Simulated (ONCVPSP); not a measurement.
**Reading a pseudo-wave (Rb)**

Columns: radius, all-electron u(r) and pseudo u(r) of the 5s shell (level -4.29 eV) of rubidium in the configuration [Kr] 5s0.5; LDA (Perdew-Zunger), scalar-relativistic, ONCV scheme, ONCVPSP 4.0.1.

```csv
r (bohr),all-electron,pseudo
0.160,-0.0637,0.0050
0.320,0.1215,0.0102
0.480,0.1007,0.0164
0.640,-0.0308,0.0248
0.800,-0.1516,0.0362
0.960,-0.2200,0.0510
1.120,-0.2348,0.0690
1.280,-0.2082,0.0899
1.440,-0.1540,0.1139
1.600,-0.0843,0.1413
1.760,-0.0079,0.1724
1.920,0.0693,0.2062
2.080,0.1431,0.2414
2.240,0.2112,0.2765
2.400,0.2723,0.3109
2.560,0.3259,0.3449
2.720,0.3717,0.3788
2.880,0.4100,0.4117
3.040,0.4414,0.4415
3.200,0.4663,0.4663
3.360,0.4853,0.4853
3.520,0.4991,0.4991
3.680,0.5081,0.5081
3.840,0.5130,0.5130
4.000,0.5143,0.5143
4.160,0.5125,0.5125
```

Q: How many radial nodes do the two functions have?

A: The all-electron 5s function has n − l − 1 = 4 (the table is too coarse to show those close to the nucleus); the pseudo-wave has 0, since the states of the same l below it are removed with the core.

Q: At about which radius was the pseudo-wave matched?

A: 3.20 bohr, where the columns begin to agree (steps of 0.16 bohr).

Q: Is the pseudo-wave norm-conserving?

A: Yes: the ONCV scheme keeps the norm inside the radius equal to the all-electron one, which fixes the energy derivative of the logarithmic derivative at the level.
